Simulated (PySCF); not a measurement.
CH₃FO₂Si, SMILES O([SiH2]F)C=O. Atoms are numbered in the order given.

```xyz
8

O     -0.6768    -1.9986     0.0000
C      0.4908    -1.6568     0.0000
O      0.8820    -0.3739     0.0000
Si    -0.4497     0.7422     0.0000
F      0.3105     2.1829     0.0000
H      1.3634    -2.3571     0.0000
H     -1.2239     0.6201     1.2672
H     -1.2239     0.6201    -1.2672
```

Coordinates come from a PBE-D3(BJ)/def2-SVP optimisation. This is a generated structure with no PubChem entry under its InChIKey; it may be hypothetical. The values are those of a single conformer.

These are PBE-D3(BJ)/def2-SVP (PySCF) values and carry that method's errors.

Frequencies are harmonic and unscaled.

Give all harmonic wavenumbers and intensities. (The exact figures need the calculation; the answer reports its results.)


```json
[
 {"mode": "1", "ν (cm⁻¹)": "105", "IR (km/mol)": "2.3", "moving atoms (share of kinetic energy)": "O 39 %, F 30 %, Si 20 %, H 10 %"},
 {"mode": "2", "ν (cm⁻¹)": "107", "IR (km/mol)": "12.1", "moving atoms (share of kinetic energy)": "O 68 %, Si 17 %, F 9 %"},
 {"mode": "3", "ν (cm⁻¹)": "251", "IR (km/mol)": "6.4", "moving atoms (share of kinetic energy)": "F 51 %, Si 25 %, O 14 %"},
 {"mode": "4", "ν (cm⁻¹)": "255", "IR (km/mol)": "13.9", "moving atoms (share of kinetic energy)": "H 45 %, O 29 %, C 24 %"},
 {"mode": "5", "ν (cm⁻¹)": "656", "IR (km/mol)": "10.4", "moving atoms (share of kinetic energy)": "O 37 %, Si 28 %, C 20 %, H 12 %"},
 {"mode": "6", "ν (cm⁻¹)": "663", "IR (km/mol)": "90.2", "moving atoms (share of kinetic energy)": "H 72 %, Si 16 %, O 10 %"},
 {"mode": "7", "ν (cm⁻¹)": "723", "IR (km/mol)": "18.1", "moving atoms (share of kinetic energy)": "H 91 %"},
 {"mode": "8", "ν (cm⁻¹)": "784", "IR (km/mol)": "93.4", "moving atoms (share of kinetic energy)": "O 79 %, C 10 %"},
 {"mode": "9", "ν (cm⁻¹)": "854", "IR (km/mol)": "34.3", "moving atoms (share of kinetic energy)": "H 49 %, F 36 %, Si 12 %"},
 {"mode": "10", "ν (cm⁻¹)": "892", "IR (km/mol)": "205.3", "moving atoms (share of kinetic energy)": "H 72 %, Si 15 %, F 12 %"},
 {"mode": "11", "ν (cm⁻¹)": "942", "IR (km/mol)": "186.8", "moving atoms (share of kinetic energy)": "H 59 %, Si 26 %, F 12 %"},
 {"mode": "12", "ν (cm⁻¹)": "1001", "IR (km/mol)": "0.1", "moving atoms (share of kinetic energy)": "H 57 %, C 37 %"},
 {"mode": "13", "ν (cm⁻¹)": "1202", "IR (km/mol)": "291.7", "moving atoms (share of kinetic energy)": "O 45 %, C 45 %, H 10 %"},
 {"mode": "14", "ν (cm⁻¹)": "1331", "IR (km/mol)": "4.2", "moving atoms (share of kinetic energy)": "H 84 %, O 9 %"},
 {"mode": "15", "ν (cm⁻¹)": "1750", "IR (km/mol)": "220.0", "moving atoms (share of kinetic energy)": "C 59 %, O 38 %"},
 {"mode": "16", "ν (cm⁻¹)": "2230", "IR (km/mol)": "40.1", "moving atoms (share of kinetic energy)": "H 98 %"},
 {"mode": "17", "ν (cm⁻¹)": "2254", "IR (km/mol)": "114.3", "moving atoms (share of kinetic energy)": "H 95 %"},
 {"mode": "18", "ν (cm⁻¹)": "2970", "IR (km/mol)": "61.0", "moving atoms (share of kinetic energy)": "H 92 %, C 8 %"}
]
```
